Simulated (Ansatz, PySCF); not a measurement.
Mo(S)2(F)(Me) (CH3FMoS2), SMILES [F][Mo](=[S])([CH3])=[S], multiplicity 1.

Geometry optimised at PBE0-D3(BJ)/def2-SVP. The multiplicity is an assumed one; no other spin state was optimised. The structure was generated by enumeration; whether it is a known compound was not checked. The def2 effective core potentials stand for the cores of Mo; spin–orbit coupling is left out.

Vertical ionisation energy (IE) and electron affinity (EA) in eV. Rows of orbital energies are one-electron estimates. Where ΔSCF, EOM or ADC give a negative EA the extra electron is unbound and the value depends on the basis.

```
level                                                                       IE    EA
------------------------------------------------------------------------  ----  ----
−ε(HOMO), −ε(LUMO), r2SCAN/def2-TZVP (PySCF)                                 …     …
−ε(HOMO), −ε(LUMO), PBE/def2-TZVP (PySCF)                                 6.42  4.17
ΔSCF, CAM-B3LYP/def2-SVPD (Ansatz), final states of multiplicity 2 and 2  9.46  2.17
ΔSCF, PBE/def2-SVPD (Ansatz), final states of multiplicity 2 and 2        9.32  1.61
```

Task: Fill in the missing entries. (The exact figures need the calculation; the answer reports its results.)

Result: 
- −ε(HOMO), −ε(LUMO), r2SCAN/def2-TZVP (PySCF), IE: 6.68
- −ε(HOMO), −ε(LUMO), r2SCAN/def2-TZVP (PySCF), EA: 4.18

Task: What vertical singlet–triplet gap does ΔSCF give with CAM-B3LYP/def2-SVPD (Ansatz, an electronic-structure program) and with PBE/def2-SVPD (Ansatz)? (Estimate from the structure and the level; the computed values follow.)

Result: 1.87 and 2.22 eV (triplet above singlet where positive).
